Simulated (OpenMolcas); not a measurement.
**Multiplet structure of Mn2+**

* Program: OpenMolcas 26.06
* Method: SS-CASPT2, IPEA 0.25 Eh, imaginary shift 0.1 Eh (closed shells correlated: 3s 3p)
* Basis: ANO-RCC-VTZP [6s5p3d2f1g]
* Scalar Hamiltonian: DKH2, point nucleus
* Active space: 5 electrons in 6 orbitals (3d 4s)
* State averaging: 2S+1 = 6 even, 6 roots; 2S+1 = 4 even, 59 roots kept (CI in the orbitals of an earlier block); 2S+1 = 2 even, 97 roots kept (CI in the orbitals of an earlier block)
* Spin-orbit coupling: state interaction with AMFI integrals over the reference wave functions, term energies averaged over their components

Spin-free terms above the lowest, with the occupations of the reference:

```json
{"Configuration": "3d⁵", "Term": "⁶S", "E (cm⁻¹)": "0.0", "Occupations": "3d 5.00"}
{"Configuration": "3d⁵", "Term": "⁴G", "E (cm⁻¹)": "27280", "Occupations": "3d 5.00"}
{"Configuration": "3d⁵", "Term": "⁴P", "E (cm⁻¹)": "29870", "Occupations": "3d 5.00"}
{"Configuration": "3d⁵", "Term": "⁴D", "E (cm⁻¹)": "32490", "Occupations": "3d 5.00"}
{"Configuration": "3d⁵", "Term": "²I", "E (cm⁻¹)": "40270", "Occupations": "3d 5.00"}
{"Configuration": "3d⁵", "Term": "²D(1)", "E (cm⁻¹)": "42430", "Occupations": "3d 5.00"}
{"Configuration": "3d⁵", "Term": "²F(1)", "E (cm⁻¹)": "43590", "Occupations": "3d 5.00"}
{"Configuration": "3d⁵", "Term": "⁴F", "E (cm⁻¹)": "44100", "Occupations": "3d 5.00"}
{"Configuration": "3d⁵", "Term": "²H", "E (cm⁻¹)": "47820", "Occupations": "3d 5.00"}
{"Configuration": "3d⁵", "Term": "²G(1)", "E (cm⁻¹)": "48500", "Occupations": "3d 5.00"}
{"Configuration": "3d⁵", "Term": "²F(2)", "E (cm⁻¹)": "51350", "Occupations": "3d 5.00"}
{"Configuration": "3d⁵", "Term": "²S", "E (cm⁻¹)": "55830", "Occupations": "3d 5.00"}
{"Configuration": "3d⁵", "Term": "²D(2)", "E (cm⁻¹)": "62150", "Occupations": "3d 5.00"}
{"Configuration": "3d⁴ 4s", "Term": "⁶D", "E (cm⁻¹)": "62250", "Occupations": "3d 4.00 4s 1.00"}
{"Configuration": "3d⁵", "Term": "²G(2)", "E (cm⁻¹)": "70250", "Occupations": "3d 4.97 4s 0.03"}
{"Configuration": "3d⁴ 4s", "Term": "⁴D", "E (cm⁻¹)": "71020", "Occupations": "3d 4.00 4s 1.00"}
```

With spin-orbit coupling, above the lowest level:

```tsv
Configuration	Term	J	E (cm⁻¹)	Measured (cm⁻¹)	g	Term weight %	Second
3d⁵	⁶S	5/2	0.0	0.0	2.002	100	
3d⁵	⁴G	5/2	27260		0.571	100	
3d⁵	⁴G	7/2	27280	26860	0.984	100	
3d⁵	⁴G	11/2	27290		1.273	100	
3d⁵	⁴G	9/2	27290		1.172	100	
3d⁵	⁴P	5/2	29740	29168	1.591	95	4 ⁴D
3d⁵	⁴P	3/2	29790		1.717	97	3 ⁴D
3d⁵	⁴P	1/2	29850		2.642	99	
3d⁵	⁴D	7/2	32480	32307	1.429	100	
3d⁵	⁴D	1/2	32540	32369	0.026	99	
3d⁵	⁴D	3/2	32580		1.217	97	3 ⁴P
3d⁵	⁴D	5/2	32590	32384	1.381	96	4 ⁴P
3d⁵	²I	11/2	40240	39174	0.924	99	
3d⁵	²I	13/2	40290	39176	1.077	100	
3d⁵	²D(1)	5/2	41980	41238	1.123	76	22 ²F(1)
3d⁵	²D(1)	3/2	42350	41570	0.778	94	6 ⁴F
3d⁵	²F(1)	7/2	43610	42606	1.143	98	
3d⁵	⁴F	5/2	44000		0.963	47	45 ²F(1)
3d⁵	⁴F	9/2	44070	43573	1.331	99	
3d⁵	⁴F	7/2	44100	43602	1.236	98	
3d⁵	⁴F	3/2	44230	43675	0.422	94	6 ²D(1)
3d⁵	⁴F	5/2	44280		1.000	51	32 ²F(1)
3d⁵	²H	9/2	47630	46516	0.948	81	19 ²G(1)
3d⁵	²H	11/2	47920	46671	1.090	99	
3d⁵	²G(1)	7/2	48540	47842	0.891	99	
3d⁵	²G(1)	9/2	48780	48005	1.075	80	19 ²H
3d⁵	²F(2)	5/2	51380		0.858	99	
3d⁵	²F(2)	7/2	51400	51060	1.143	99	
3d⁵	²S	1/2	55860		2.003	100	
3d⁴ 4s	⁶D	1/2	61740	62457	3.338	100	
3d⁴ 4s	⁶D	3/2	61850	62568	1.868	100	
3d⁴ 4s	⁶D	5/2	62040	62748	1.659	100	
3d⁵	²D(2)	3/2	62180	61580	0.800	100	
3d⁵	²D(2)	5/2	62210	61604	1.200	100	
3d⁴ 4s	⁶D	7/2	62290	62989	1.589	100	
3d⁴ 4s	⁶D	9/2	62610	63285	1.557	100	
3d⁵	²G(2)	9/2	70280	68899	1.111	100	
3d⁵	²G(2)	7/2	70280	68892	0.889	100	
3d⁴ 4s	⁴D	1/2	70530		-0.001	100	
3d⁴ 4s	⁴D	3/2	70700		1.201	100
```

Against the 27 measured excited levels shown (Corliss and Sugar, J. Phys. Chem. Ref. Data 6, 1253 (1977)) the mean absolute deviation is 720 cm-1; the largest miss in energy is 3d⁵ ²G_7/2(2): computed 70280, measured 68892 cm⁻¹ (+2.0 %), and the largest in proportion 3d⁵ ²I_13/2 (+2.8 %). Levels of one J stand in another order than measured, so their pairing by name is doubtful.

Spin-orbit coupling puts the lowest level 21.5 cm⁻¹ below the lowest spin-free term.

CASPT2 does not keep the components of a term degenerate, so their means are used; among the terms shown or strongly mixed into the levels shown the widest spread is 220 cm-1 (3d⁵ ²G(2)). Over all roots computed the reference weight is 0.87 to 0.95; the roots of lowest weight are the least certain, and an intruder state may touch them. Terms from blocks run as CI alone lack orbitals of their own. A single d shell beside an s shell can misplace configurations of different d count against each other. The CASPT2 spread within a term exceeds the gap to the next term for 3d⁵ ²D(2) and 3d⁴ 4s ⁶D, so the order of their levels is uncertain, and so are names and mixing where such terms share a J. Measured partners are found by configuration, term and J. A level has none where our copy of the source lacks it or the pairing is in doubt (some pairs that miss far off the trend of their configuration count as doubtful), and it then counts in no deviation. Levels of configurations outside the active space are missing. The first state left out of the spin-orbit step lies near 90000 cm-1 above the lowest spin-free state of the reference (among the parities and spins computed), and the list stops at four fifths of that energy or lower. The table shows the lowest 40 of 42 levels.

The term weight is that of the spin-free term in the level, not the purity of its configuration. A number in round brackets counts repeated terms of one configuration in the order of the reference energies.
